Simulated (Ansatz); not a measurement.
A run for Ansatz (an electronic-structure program): U-CCSD(T)/cc-pVDZ on iminoborane (SMILES B=N), a point of a bond scan (R = 1.284 Å).

Ansatz 0.2 input:
```yaml
crystal:
  periodic: [false, false, false]
  atoms:
    - {symbol: B, position_ang: [-0.00000000, -0.00000000, -0.69205561]}
    - {symbol: N, position_ang: [0.00000000, 0.00000000, 0.54091709]}
    - {symbol: H, position_ang: [0.00000000, 0.00000000, -1.97559570]}
    - {symbol: H, position_ang: [0.00000000, 0.00000000, 1.53276862]}
basis:
  gaussian:
    orbitals: cc-pVDZ
correlation: {method: ccsd_t, electrons: outside_noble_gas}
scf: {omitted_lower_state_checks: [cluster_reference]}
magnetization: {spin_polarized: true, initial_magnetization: 0}
```

Output:

```
Functional definition: HF
[...]
these checks for a lower state are left out or cut short: cluster_reference
integrals: 0.01 GiB planned
355 factors; integrals over basis functions are off by at most 1.3e-3 eV
mean field: 0.06 GiB planned
mean field evaluation 1: about -2181.9553 eV, gradient 2.5e1 eV
mean field evaluation 2: about -2181.9554 eV, gradient 2.5e1 eV
mean field evaluation 4: about -2184.9194 eV, gradient 1.8e0 eV
mean field evaluation 8: about -2184.9460 eV, gradient 4.9e-5 eV
mean field -2184.94603451 eV, -80.2952857588 hartree, gradient 2.4e-6 eV, S^2 0.000000; 0 other end points of the search recorded, 0 dependent functions left out
2 core orbitals not correlated
reference -2184.94603451 eV, -80.2952857588 hartree; 5, 5 occupied and 31, 31 virtual orbitals, 355 factors
second order -6.80919394 eV of doubles, -0.00000000 eV of singles
coupled cluster: 0.08 GiB planned
cycle   1  -6.94765122 eV  change   -1.4e-1 eV  update   7.8e-2
cycle   2  -7.17290120 eV  change   -2.3e-1 eV  update   2.4e-2
cycle   3  -7.24608879 eV  change   -7.3e-2 eV  update   1.4e-2
cycle   4  -7.24405153 eV  change    2.0e-3 eV  update   2.9e-3
cycle   5  -7.24473779 eV  change   -6.9e-4 eV  update   9.9e-4
cycle   6  -7.24470483 eV  change    3.3e-5 eV  update   1.9e-4
cycle   7  -7.24474158 eV  change   -3.7e-5 eV  update   3.7e-5
cycle   8  -7.24474900 eV  change   -7.4e-6 eV  update   1.1e-5
perturbative correction -0.25884811 eV, -0.0095124927 hartree
Total energy: -2192.44963163 eV, -80.5710378667 hartree
Checks for a lower state left out: cluster_reference
```

Self-consistency was reached.

Cost: about 0.7 core-seconds (a rough figure).
